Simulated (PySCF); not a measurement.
Input file for PySCF: R-B3LYP/LANL2DZ on FGeH3 (SMILES [F][GeH3]), a point of a bond scan (R = 2.685 Å).

```python
from pyscf import gto, scf, dft, mp
from pyscf.data.elements import chemcore

mol = gto.M(
    atom='''
    Ge   -0.30048691    0.12261230   -0.05789716
    F     1.29808634   -0.52967815    0.25011245
    H    -1.42391322   -1.48908020   -1.88840110
    H    -0.08538108    1.54898424   -0.58096857
    H    -1.03936991    0.09288033    1.28656520
    ''',
    basis='lanl2dz',
    ecp={'Ge': 'lanl2dz'},
    charge=0, spin=0, verbose=3, max_memory=1800)
mf = dft.RKS(mol, xc='b3lyp')
mf.conv_tol = 1e-8
mf.max_cycle = 100
mf.kernel()
if not mf.converged:
    mf = mf.newton().run(mf.mo_coeff, mf.mo_occ)
```

**Question.** Predict the final total energy.

**Answer.** -105.3272 hartree.
